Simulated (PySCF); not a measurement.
This PySCF input asks for the NMR shieldings of `Nc1cccnc1[SiH2]S[SiH3]`, C₅H₁₀N₂SSi₂; the geometry comes from GFN2-xTB.

```python
import basis_set_exchange as bse
import numpy as np
from pyscf import gto, dft
from pyscf.prop import nmr

atoms = """
N    -0.925849   -1.702472   -1.124646
C    -1.112201   -0.511732   -0.477848
C    -2.088822    0.394710   -0.904056
C    -2.291253    1.558145   -0.190885
C    -1.503822    1.795067    0.928938
N    -0.578844    0.950282    1.340872
C    -0.375239   -0.181448    0.676587
Si    1.013739   -1.229653    1.393107
S     2.427858   -1.626764   -0.213282
Si    2.883641    0.335842   -0.939751
H    -1.312043   -1.783750   -2.051345
H    -0.046594   -2.175151   -0.980682
H    -2.670910    0.174519   -1.789078
H    -3.039352    2.272441   -0.499283
H    -1.615095    2.696547    1.516402
H     0.613261   -2.586388    1.747236
H     1.692196   -0.499405    2.450952
H     1.638837    0.956506   -1.379911
H     3.502191    1.100483    0.132893
H     3.783151    0.072900   -2.048954
"""
names = dict.fromkeys(["N", "C", "Si", "S", "H"], "pcSseg-1")
basis = {el: gto.basis.parse(bse.get_basis(n, elements=[el], fmt="nwchem")) for el, n in names.items()}
mol = gto.M(atom=atoms, basis=basis, charge=0, verbose=0)
mf = dft.RKS(mol, xc="PBE0")
mf.grids.level = 2
mf.grids.alignment = dft.numint.BLKSIZE   # the property module wants whole blocks of grid points
mf.conv_tol = 1e-9
mf.kernel()

calc = nmr.RKS(mf)   # GIAO
C = mf.mo_coeff
Co = C[:, mf.mo_occ > 0]
resp = mf.gen_response(singlet=True, hermi=2)
def vind(x):   # induced exchange potential for any number of trial vectors
    d = np.einsum("pi,xij,qj->xpq", C, 2 * x.reshape(-1, C.shape[1], Co.shape[1]), Co, optimize=True)
    return np.einsum("xpq,pi,qj->xij", resp(d - d.transpose(0, 2, 1)), C, Co, optimize=True).ravel()
mo1, _ = nmr.rhf.solve_mo1(calc, with_cphf=vind)
sigma = calc.kernel(mo1)
for i, s in enumerate(sigma):   # ppm
    w = np.linalg.eigvalsh((s + s.T) / 2)
    print("%2d %-2s iso %8.1f  s11 %8.1f  s22 %8.1f  s33 %8.1f" % (i, mol.atom_pure_symbol(i), w.mean(), *w))
```

Q: What are the results?

A: 
```
 0 N  iso    185.0  s11    158.9  s22    175.4  s33    220.7
 1 C  iso     32.3  s11    -67.0  s22      9.3  s33    154.5
 2 C  iso     64.1  s11    -27.5  s22     53.4  s33    166.3
 3 C  iso     55.8  s11    -59.0  s22     51.0  s33    175.5
 4 C  iso     43.4  s11    -60.4  s22     42.3  s33    148.2
 5 N  iso   -114.3  s11   -446.6  s22   -193.8  s33    297.5
 6 C  iso     43.0  s11    -32.2  s22     18.9  s33    142.2
 7 Si iso    384.5  s11    347.0  s22    396.0  s33    410.5
 8 S  iso    831.2  s11    781.6  s22    843.4  s33    868.6
 9 Si iso    408.9  s11    374.0  s22    399.8  s33    453.0
10 H  iso     28.0  s11     21.4  s22     26.5  s33     36.2
11 H  iso     26.7  s11     17.6  s22     26.5  s33     36.1
12 H  iso     24.9  s11     21.1  s22     24.5  s33     28.9
13 H  iso     24.5  s11     22.0  s22     23.9  s33     27.6
14 H  iso     23.5  s11     19.7  s22     24.1  s33     26.5
15 H  iso     26.2  s11     23.3  s22     23.7  s33     31.5
16 H  iso     26.3  s11     22.1  s22     24.6  s33     32.3
17 H  iso     27.9  s11     22.6  s22     29.3  s33     31.7
18 H  iso     27.3  s11     23.8  s22     24.5  s33     33.5
19 H  iso     27.3  s11     23.3  s22     24.6  s33     33.9
```

These numbers come from an equivalent density-fitted implementation of the same equations, which agrees with the script to about 0.01 ppm for H and up to a few tenths of a ppm for heavy atoms, so last digits may differ.

Q: Turn these shieldings into chemical shifts. Scale: NH3 for ¹⁵N (267.73 ppm); TMS for ¹³C (186.93 ppm), ²⁹Si (349.16 ppm), ¹H (31.72 ppm); ³³S (503.73 ppm) against CS2 (reference shieldings calculated alike).

A: Averaging equivalent atoms: N 5: 382.0; N 0: 82.7; C 1: 154.6; C 6: 144.0; C 4: 143.6; C 3: 131.1; C 2: 122.9; Si 7: -35.3; Si 9: -59.8; S 8: -327; H 14: 8.26; H 13: 7.21; H 12: 6.87; H 15/16: 5.47; H 10/11: 4.35; H 17/18/19: 4.24 ppm. Experimental scales use liquid or dissolved standards, which lie at an offset from isolated NH3 (liquid NH3: subtract about 20 ppm). Unscaled 15N shifts of sp2 nitrogen come out 20 to 40 ppm too high even then.

Size and cost of the density-fitted run: 241 basis functions, 62 s wall time on 1 thread of an Arm Neoverse V2, shared host; peak memory 1.1 GiB.
